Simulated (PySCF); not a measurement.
Compound: C6H7F3O2.
Numbering: `[F:1][C:2]([F:3])([F:4])[C@H:5]1[O:6][CH2:7][C:8]12[CH2:9][O:10][CH2:11]2`

NICS = −σ at a ghost point: NICS(0) at the centroid of the ring atoms, NICS(1) 1 Å to either side along the normal of their mean plane, zz for the tensor component along that normal. Level: GIAO PBE0/pcSseg-1 (PySCF, non-relativistic, gas phase) on the PBE0-D3(BJ)/def2-SVP geometry, one conformer.

Ring bond lengths (Å), with Mayer bond orders in brackets: C5–O6 1.414 (0.95), O6–C7 1.431 (0.92), C7–C8 1.530 (0.98), C8–C5 1.532 (0.93); C8–C9 1.531 (1.00), C9–O10 1.424 (0.93), O10–C11 1.421 (0.94), C11–C8 1.530 (0.99).

Problem. Give the NICS values of each ring in ppm.

Solution. 
| ring | type | NICS(0) | NICS(1), two faces | NICS(1)zz, two faces | rms pucker (Å) | centre to ring atoms, mean (Å) |
| --- | --- | --- | --- | --- | --- | --- |
| C5–O6–C7–C8 | 4-membered ring with O; formal bonds all single | -2.1 | 0.2 / 0.2 | 3.3 / 2.3 | 0.03 | 1.04 |
| C8–C9–O10–C11 | 4-membered ring with O; formal bonds all single | -0.4 | 1.0 / 1.0 | 4.6 / 4.4 | 0.02 | 1.04 |

Problem. What do they say, and how far can they be read as aromaticity?

Solution. 
- C5–O6–C7–C8: mean NICS(1)zz 2.8 ppm, near zero. C5, C7, C8 have four or more neighbours; no verdict on aromaticity is drawn.
- C8–C9–O10–C11: mean NICS(1)zz 4.5 ppm, deshielded. C8, C9, C11 have four or more neighbours, so the value isn't read as a sign of a π ring current.

Problem. What field does 7.05 T along the ring normal induce along that normal at the second NICS(1) probe listed for ring C8–C9–O10–C11, 1 Å off the ring?

Solution. NICSzz × B0 = 4.4 ppm × 7.05 T = 31 μT, along the applied field.

Problem. How do the values depend on the level or the medium?

Solution. 
| level | NICS(0), C5–O6–C7–C8 | mean NICS(1)zz, C5–O6–C7–C8 | NICS(0), C8–C9–O10–C11 | mean NICS(1)zz, C8–C9–O10–C11 |
| --- | --- | --- | --- | --- |
| PBE0/pcSseg-1, gas | -2.1 | 2.8 | -0.4 | 4.5 |
| WP04/pcSseg-2, gas | -2.6 | 2.8 | -1.3 | 4.4 |

The geometry is the same throughout.

Shape of the structure used: `[F:1][C:2]([F:3])([F:4])[C@H:5]1[O:6][CH2:7][C:8]12[CH2:9][O:10][CH2:11]2`: F1–C2–C5–O6 63°.
